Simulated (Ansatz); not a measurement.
Program: Ansatz. Geometries: PBE0-D4/def2-TZVP. ΔE: electronic, gas phase. CBS: MP2 limit from def2 TZ/QZ plus the TZ coupled-cluster correction, frozen cores. This one scheme is used for every species, atoms too. Functionals use def2-TZVPP. B3LYP here is the variant with VWN-RPA as its local correlation; programs differ in this. HSE06 is defined as in plane-wave codes. No spin–orbit coupling; open shells (•) take unrestricted orbitals. Spin–orbit coupling would lower the free atoms: a little for Al, O; clearly for Ga. For Ga outer-core shells are correlated without core-valence functions, so the limit isn't a true one: a few kJ/mol of doubt a bond, and 10 to 20 or more in all where bonds break to atoms. Scalar relativity is left out up to krypton. Each species was taken in one conformer, which may not be the lowest.

Consider the atomization: `[NH2][Al]1[O][GaH]1` → Al• + Ga• + 3 H• + N• + O•.

`[NH2][Al]1[O][GaH]1`:

Z-matrix (Å, degrees):
```
N
Al 1 1.758
H 1 1.008 2 124.8
H 1 1.007 2 124.6 3 -180.0
O 2 1.706 1 137.0 3 -0.0
Ga 2 2.336 1 170.5 3 -179.8
H 6 1.568 2 168.4 1 179.8
```

```csv
level,ΔE (kcal/mol),difference from CCSD(T)/CBS
LDA (SPW92),611.2,83.2
PBE-D4,534.7,6.7
revPBE-D4,516.5,-11.5
BLYP-D4,524.3,-3.7
r2SCAN-D4,528.1,0.1
B97M-V,528.4,0.4
PBE0-D4,517.5,-10.5
B3LYP-D4,520.1,-7.9
r2SCANh-D4,521.3,-6.7
r2SCAN0-D4,511.4,-16.6
HSE06-D4,518.0,-10.0
BHLYP-D4,497.0,-31.0
ωB97M-V,524.5,-3.5
B2PLYP,518.7,-9.3
PBE-QIDH,516.9,-11.1
PBE,531.6,3.6
revPBE,508.5,-19.5
BLYP,517.7,-10.3
r2SCAN,527.4,-0.6
PBE0,514.9,-13.1
B3LYP,515.0,-13.0
HSE06,515.5,-12.5
BHLYP,492.4,-35.6
CAM-B3LYP,521.8,-6.2
LC-ωPBE,523.2,-4.8
HF/def2-SVP,333.4,-194.6
MP2/def2-SVP,494.5,-33.5
CCSD/def2-SVP,471.3,-56.7
CCSD(T)/def2-SVP,479.8,-48.2
HF/def2-TZVPP,337.5,-190.5
MP2/def2-TZVPP,527.0,-1.0
SCS-MP2/def2-TZVPP,521.7,-6.3
HF/def2-QZVPP,339.0,-189.0
MP2/def2-QZVPP,537.5,9.5
SCS-MP2/def2-QZVPP,533.9,5.9
CCSD/def2-QZVPP,508.5,-19.5
CCSD(T)/def2-QZVPP,522.0,-6.0
HF/CBS(def2),339.2,-188.8
MP2/CBS(def2),544.4,16.4
CCSD/CBS(def2),515.6,-12.4
CCSD(T)/CBS,528.0,0
```

Largest T1 diagnostic among the species: 0.018.

From BLYP to BHLYP (50 % exact exchange), in def2-TZVPP and without D4, ΔE moves by −25.3 kcal/mol: exact exchange takes away binding that semilocal exchange gives to molecules. In def2-TZVPP, CCSD(T) changes the Hartree–Fock value by +173.1 kcal/mol (the triples alone add +12.4 kcal/mol) and MP2 by +189.4 kcal/mol; breaking electron pairs costs correlation energy, which Hartree–Fock lacks.

For atomizations the MP2-based limit and the directly extrapolated one differ by several kJ/mol either way, and by 10 to 25 for some Ge, Se and Sn compounds, so smaller differences from it don't rank the levels.
